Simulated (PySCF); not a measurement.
## C4H10OSi2: core ionisation energies

C4H10OSi2.
Numbering: `[SiH3:1][O:2][SiH:3]1[CH2:4][CH:5]=[CH:6][CH2:7]1`

Theory: delta-SCF UKS SCAN, pcX-2 on the ionised atom, pcseg-1 elsewhere, spin-free X2C (PySCF 2.14.0). Binding energies are ΔSCF values: E(core-ionised, relaxed orbitals) − E(ground state) at a fixed geometry, referred to the vacuum level.

Question: List the computed XPS lines with their assignment.

Answer: 
```
atom(s)                 bonded to     level  binding energy (eV)  2p1/2 (eV)  above the level's lowest (eV)  count
    Si1                 O and 3 H     Si 1s              1847.38           –                          +0.54      1
    Si3              O, 2 C and H     Si 1s              1846.84           –                           0.00      1
     O2                      2 Si      O 1s               537.62           –                           0.00      1
  C5/C6  C (double bond), C and H      C 1s               290.16           –                          +0.10      2
  C4/C7             C, 2 H and Si      C 1s               290.06           –                           0.00      2
    Si1                 O and 3 H  Si 2p3/2               107.44      108.07                          +0.53      1
    Si3              O, 2 C and H  Si 2p3/2               106.91      107.54                           0.00      1
```

The 2 C 1s values lie within 0.10 eV of each other; Gaussian lines of 0.5 eV full width would blend them into one maximum.

Lowest listed Si 1s: Si3, bonded to O, 2 C and H. Highest, 0.54 eV above it: Si1, bonded to O and 3 H. Summing the Pauling electronegativity differences to the bonded atoms, each weighted by its formal bond order, gives +3.14 for the lowest site and +2.44 for the highest; the largest sum, +3.14, belongs to Si3, 0.54 eV below the top. The smallest sum, +2.44, belongs to Si1, 0.54 eV above the lowest.

The listed Si 2p3/2 values span 0.53 eV, from Si3 (bonded to O, 2 C and H) to Si1 (bonded to O and 3 H). Summing the Pauling electronegativity differences to the bonded atoms, each weighted by its formal bond order, gives +3.14 for the lowest site and +2.44 for the highest; the largest sum, +3.14, belongs to Si3, 0.53 eV below the top. The smallest sum, +2.44, belongs to Si1, 0.53 eV above the lowest.

Question: What is the longest wavelength that can ionise C 1s of C4/C7 vertically?

Answer: λ = hc/E = 12398.42 eV Å / 290.06 eV = 42.744 Å.

Question: Which photon energy gives electrons from C 1s of C4/C7 a kinetic energy of 50 eV, and what is their de Broglie wavelength?

Answer: hν = 290.06 + 50 = 340.06 eV, recoil neglected; λ = 12.264 Å/√(E/eV) = 1.73 Å.

Topologically equivalent atoms share the value of their first member; where this conformer doesn't relate them by symmetry, their own values could differ. The 2p values aren't plain energy differences: one relaxed spin-free 2p hole is combined with a matrix within the shell (ground-state 2p orbital-energy differences and spin–orbit coupling). 2p3/2, the mean of its two sublevels, lies a third of the splitting below the shell's mean and 2p1/2 two thirds above it; the statistical areas are 2:1. 2p1/2 minus 2p3/2 (ligand field included): Si 0.63 eV. Isolated species at its PBE0-D3(BJ)/def2-SVP geometry (one conformer only).

Time: 76 s wall; peak memory 0.79 GiB. Hardware: one thread of an Arm Neoverse V2, shared host.
